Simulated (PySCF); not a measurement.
**Bond curve of LiSe⁺**

Set-up: Li def2-SVPD, Se def2-SVPD; no relativity (PySCF 2.14). Energies in eV from Li⁺ + Se in their ground configurations at the same level. State: ³Σ⁻ (triplet), unpaired electrons π ↑↑.

All columns are PBE0. A positive dipole points towards Se; it is taken about the centre of mass and depends on that origin.

| R (Å) | E (eV) | μ (D) | Mulliken charge on Li (basis-dependent) | HOMO (eV) | LUMO (eV) | Mayer bond order | ⟨S²⟩ |
| --- | --- | --- | --- | --- | --- | --- | --- |
| 2.227 | -0.665 | -7.41 | 1.03 | -13.58 | -10.21 | -0.04 | 2.00 |
| 2.330 | -0.805 | -7.80 | 1.02 | -13.42 | -10.05 | -0.02 | 2.00 |
| 2.434 | -0.880 | -8.21 | 1.00 | -13.26 | -9.91 | 0.01 | 2.00 |
| 2.511 | -0.906 | -8.53 | 0.98 | -13.13 | -9.80 | 0.04 | 2.00 |
| 2.589 | -0.913 | -8.86 | 0.96 | -13.00 | -9.70 | 0.07 | 2.00 |
| 2.667 | -0.906 | -9.19 | 0.95 | -12.87 | -9.59 | 0.09 | 2.00 |
| 2.770 | -0.881 | -9.65 | 0.94 | -12.69 | -9.46 | 0.11 | 2.00 |
| 2.900 | -0.834 | -10.25 | 0.92 | -12.47 | -9.29 | 0.13 | 2.00 |
| 3.055 | -0.764 | -10.98 | 0.92 | -12.21 | -9.10 | 0.14 | 2.00 |
| 3.262 | -0.665 | -12.00 | 0.92 | -11.88 | -8.85 | 0.14 | 2.00 |

A fit through these points gives, at Re = 2.585 Å, μ = -8.84 D and dμ/dR = -4.27 D/Å; the reduced mass is 6.45 u.

Problem. How strong is the fundamental in the double-harmonic approximation, I = 42.26·(dμ/dR)²/μred km/mol?

Solution. I = 42.26·(-4.27)²/6.45 = 119 km/mol at PBE0.

Spin–orbit coupling is left out. For an ion De counts to the pair picked by the measured ionisation energies or electron affinities, which need not be the lowest pair at this level. The state was picked by a PBE0 search and need not be the measured ground state.
